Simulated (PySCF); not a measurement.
C5H4O2, SMILES C(=C)=C1C(=O)CO1. Coordinates come from a PBE-D3(BJ)/def2-SVP optimisation. This is a generated structure with no PubChem entry under its InChIKey; it may be hypothetical.

Computed equilibrium geometry at PBE-D3(BJ)/def2-SVP (PySCF confirms it by a frequency run) as Cartesian coordinates in Å, and its point group:
point group Cs.
```xyz
11

C     -0.1674     2.8571     0.0000
C      0.0950     1.5685     0.0000
C      0.2664     0.2556     0.0000
O      1.4372    -0.5097     0.0000
C      0.6998    -1.7698     0.0000
C     -0.6184    -0.9652     0.0000
O     -1.7968    -1.2133     0.0000
H     -0.2809     3.4270    -0.9410
H     -0.2809     3.4270     0.9410
H      0.8928    -2.3737    -0.9120
H      0.8928    -2.3737     0.9120
```
